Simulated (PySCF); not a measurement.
**SiSb: one state, many levels of theory**

State: ²Π (doublet), unpaired electrons π ↑. Set-up: Si def2-TZVPP, Sb def2-TZVPP with ECP28; scalar-relativistic core potentials (PySCF 2.14). De refers to Si + Sb in their high-spin ground configurations, without counterpoise correction. The functionals are run spin-unrestricted. A positive dipole means Si(−)Sb(+). Levels whose curve was spin-contaminated or gave no clean fit are not listed.

| Level | Re (Å) | ωe (cm⁻¹) | De (eV) | μ (D) |
| --- | --- | --- | --- | --- |
| PBE | 2.407 | 403 | 3.13 | 0.18 |
| PBEsol | 2.393 | 410 | 3.37 | 0.15 |
| PW91 | 2.406 | 403 | 3.16 | 0.15 |
| r²SCAN | 2.385 | 420 | 2.85 | 0.17 |
| B3LYP | 2.394 | 414 | 2.92 | -0.03 |
| PBE0 | 2.374 | 431 | 2.81 | 0.08 |
| MN15 | 2.357 | 439 | 2.84 | -0.06 |
| ωB97M-V | 2.350 | 457 | 2.83 | -0.35 |

Task: What does a quarter of exact exchange do here, going from PBE to PBE0?

Result: PBE0 less PBE: -3.3 pm in Re, +6.9 % in ωe, -0.32 eV in De. Exact exchange removes part of the self-interaction that spreads semilocal densities, and in most molecules shortens and stiffens the bond and lowers De; so it does here.

Spin–orbit coupling is left out, which matters for elements this heavy, above all for dissociation energies. The state is the lowest determinant that a PBE0 search found; another state may lie lower at other levels.

The whole job (state search and all levels along the bond) took about 26 min on 1 thread of AMD EPYC 7R43 64-Core (shared host), peak memory 3 GiB.
